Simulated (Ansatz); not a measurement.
Isolated molecules relaxed with PBE0-D4/def2-TZVP in Ansatz; ΔE leaves out vibrations. CCSD(T)/CBS adds triple-zeta CCSD(T) − MP2 to the extrapolated MP2 energy (def2 sets, frozen cores). DFT in def2-TZVPP. def2 core potentials past Kr. For Br, Ge, Sn outer-core shells are correlated without core-valence functions, which leaves a few kJ/mol of doubt a bond. Scalar relativity is left out up to krypton. One conformer a species, not always the lowest.

Reaction (redistribution): `[F][Sn]([Cl])([Cl])[Br]` + `[OH][GeH2][Br]` → `[OH][Sn]([Cl])([Cl])[Br]` + `[F][GeH2][Br]`

`[F][Sn]([Cl])([Cl])[Br]`:

```xyz
5

F    -0.007    1.834    0.592
Sn    0.013    0.031    0.016
Cl    1.791   -0.189   -1.399
Cl    0.301   -1.254    1.881
Br   -2.098   -0.422   -1.090
```

`[OH][GeH2][Br]`:

Z-matrix (Å, degrees):
```
Ge
Br 1 2.310
O 1 1.766 2 109.2
H 1 1.527 2 109.0 3 -114.7
H 1 1.535 2 106.2 3 120.2
H 3 0.961 1 113.1 2 59.2
```

`[OH][Sn]([Cl])([Cl])[Br]`:

Z-matrix (Å, degrees):
```
Sn
Cl 1 2.284
Cl 1 2.299 2 109.9
O 1 1.934 2 105.8 3 118.7
Br 1 2.444 2 111.2 3 -120.5
H 4 0.962 1 113.1 2 177.5
```

`[F][GeH2][Br]`:

```xyz
5

F     1.191   -0.718    0.982
Ge   -0.057   -0.150   -0.073
Br   -0.139    2.122    0.170
H    -1.369   -0.761    0.420
H     0.374   -0.493   -1.499
```

Q: Is it downhill or uphill in electronic energy at CCSD(T)/CBS, and by how much? (Estimate.)

A: Computed: Nearly level: ΔE = -0.02 eV.

Q: What do these levels give: LDA (SPW92), revPBE-D4, r2SCANh-D4, CAM-B3LYP-D4, PBE-QIDH, LC-ωPBE, MP2/def2-SVP, CCSD/def2-SVP, MP2/def2-TZVPP, SCS-MP2/def2-TZVPP, CCSD/def2-TZVPP, MP2/def2-QZVPP? (Best estimate.)

A: Computed: LDA (SPW92) -0.01, revPBE-D4 -0.01, r2SCANh-D4 -0.02, CAM-B3LYP-D4 -0.02, PBE-QIDH -0.03, LC-ωPBE 0.00, MP2/def2-SVP -0.01, CCSD/def2-SVP -0.01, MP2/def2-TZVPP -0.06, SCS-MP2/def2-TZVPP -0.05, CCSD/def2-TZVPP -0.04, MP2/def2-QZVPP -0.04 eV.

Largest T1 diagnostic among the species: 0.011.

Leaving LDA and LC-ωPBE aside and taking each functional with its dispersion term where it has one, the values, not all of them listed here, spread over 0.02 eV, from PBE-QIDH to B97M-V.
